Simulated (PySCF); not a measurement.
Job for PySCF: U-HF/6-31G* on CH6BN (SMILES CBN), a point of a bond scan (R = 1.006 Å).

```python
from pyscf import gto, scf, dft, mp
from pyscf.data.elements import chemcore

mol = gto.M(
    atom='''
    B    -0.40473597   -0.13480654    0.32621441
    H    -1.24160538   -0.47995243    1.11052684
    C     1.10762713   -0.49998646    0.54395436
    H     1.23440243   -1.58565610    0.60751525
    H     1.46275122   -0.10660429    1.50203988
    H     1.77496577   -0.12948036   -0.23901313
    N    -0.83495421    0.59935740   -0.77786552
    H    -1.79757510    0.84444054   -0.93736627
    H    -0.21034237    0.93570230   -1.49344212
    ''',
    basis='6-31g*',
    cart=True,
    charge=0, spin=0, verbose=3, max_memory=1800)
mf = scf.UHF(mol)
mf.conv_tol = 1e-8
mf.max_cycle = 100
mf.init_guess_breaksym = True
mf.kernel()
if not mf.converged:
    mf = mf.newton().run(mf.mo_coeff, mf.mo_occ)
for _ in range(4):
    mo, _, stable, _ = mf.stability(return_status=True)
    if stable:
        break
    mf.kernel(mf.make_rdm1(mo, mf.mo_occ))
```

The log:

```
converged SCF energy = -120.538104516686  <S^2> = 7.3203488e-09  2S+1 = 1
<class 'pyscf.scf.uhf.UHF'> wavefunction is stable in the internal stability analysis
```

Self-consistency was reached.

Cost: about 1.8 core-seconds (a rough figure).
